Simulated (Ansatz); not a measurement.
C2H8ClGeNSi, SMILES `C=C[N]([GeH3])[SiH2]Cl`, one more setting.

```yaml
crystal:
  periodic: [false, false, false]
  atoms:
    - {symbol: C, position_ang: [-0.686746, -2.105139, -0.096199]}
    - {symbol: C, position_ang: [-0.941910, -0.841134, 0.236881]}
    - {symbol: N, position_ang: [-0.144722, 0.273489, -0.017299]}
    - {symbol: Ge, position_ang: [1.477960, 0.028438, -0.904010]}
    - {symbol: Si, position_ang: [-0.552147, 1.788975, 0.677243]}
    - {symbol: Cl, position_ang: [0.301000, 2.072409, 2.533677]}
    - {symbol: H, position_ang: [-1.404279, -2.877290, 0.142954]}
    - {symbol: H, position_ang: [0.219299, -2.414235, -0.605228]}
    - {symbol: H, position_ang: [-1.872696, -0.613444, 0.754046]}
    - {symbol: H, position_ang: [2.099741, 1.426579, -0.986255]}
    - {symbol: H, position_ang: [2.361860, -0.931262, -0.096041]}
    - {symbol: H, position_ang: [1.186498, -0.548482, -2.295812]}
    - {symbol: H, position_ang: [-2.018206, 1.839127, 0.869972]}
    - {symbol: H, position_ang: [-0.038550, 2.872869, -0.184830]}
basis:
  gaussian: {orbitals: def2-mTZVPP}
hamiltonian: {xc: {name: PBE0-DH}}
```

```sh
$ ansatz run in.yaml --threads 4 --pin off --events-out ev --progress --plain --max-ram 11315MiB
```

Shortened log:

```
Functional definition: PBE0-DH
1784 factors; integrals over basis functions are off by at most 1.7e-3 eV
mean field evaluation 1: about -80583.2438 eV, gradient 5.1e1 eV
mean field evaluation 2: about -80583.2465 eV, gradient 5.1e1 eV
mean field evaluation 4: about -80588.5554 eV, gradient 8.7e0 eV
mean field evaluation 8: about -80588.7124 eV, gradient 6.3e-1 eV
mean field evaluation 16: about -80588.7133 eV, gradient 6.8e-5 eV
mean field -80588.71333907 eV, -2961.5805902191 hartree, gradient 1.4e-6 eV, S^2 0.000000; 0 other end points of the search recorded, 0 dependent functions left out
22 core orbitals not correlated: weight in the atoms' cores, before any rotation towards them, 1.000 or more for the frozen orbitals, at most 0.000 for the correlated occupied ones
reference -80588.71336207 eV, -2961.5805910644 hartree; 23, 23 occupied and 147, 147 virtual orbitals, 1784 factors
second order -32.28999931 eV of doubles, -0.00000000 eV of singles
Total energy: -80592.74961199 eV, -2961.7289205129 hartree
```

It took 4.1 s on 4 threads of an Intel Xeon Platinum 8488C on a shared host, with 0.63 GiB of host memory at the peak.
